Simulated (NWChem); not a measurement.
System: CH$_{3}$F$_{3}$OSi; SMILES [SiH2](O)C(F)(F)F

```xyz
9

Si    -0.6436    -1.0686     0.0014
O      0.5904    -2.1724    -0.0682
C      0.0411     0.7319    -0.0137
F      0.7458     1.0291    -1.1303
F      0.8655     0.9588     1.0468
F     -0.9718     1.6326     0.0718
H     -1.4576    -1.2540    -1.2163
H     -1.4523    -1.1646     1.2439
H      1.1950    -2.2169     0.6857
```
Atoms are numbered in this order, from 1.

All runs: NWChem. Medium grid unless said otherwise, to which SCAN and Minnesota functionals are sensitive. Structure relaxed at the B3LYP/6-31G* (spherical d) level. Hybrids' shares of exact exchange are those that their runs print; pure functionals count as 0. The functionals differ in more than this share.

```csv
row,share of exact exchange,highest occupied level (eV)
PBE/def2-TZVP,0.00,-7.58
r2SCAN/def2-TZVP,0.00,-7.96
TPSSh/def2-TZVP,0.10,-8.38
B3LYP/def2-TZVP,0.20,-9.00
M06-2X/def2-TZVP,0.54,withheld
```

Q: Fit a straight line of the last column on the one before it, predict the withheld value, and compare with the run.

A: 
1. Means of the 4 shown rows: x = 0.075, y = -8.230. Slope Σ(x − x̄)(y − ȳ)/Σ(x − x̄)² = -0.1690/0.02750 = -6.145; intercept -7.769.
2. The shown rows scatter about the line by 0.134 (root mean square); the largest residual is -0.19, at r2SCAN/def2-TZVP.
3. At x = 0.54 (M06-2X/def2-TZVP; beyond the shown range) the line gives -11.09.
4. The run gives -10.74, +0.35 from the line, 2.6 times the scatter.
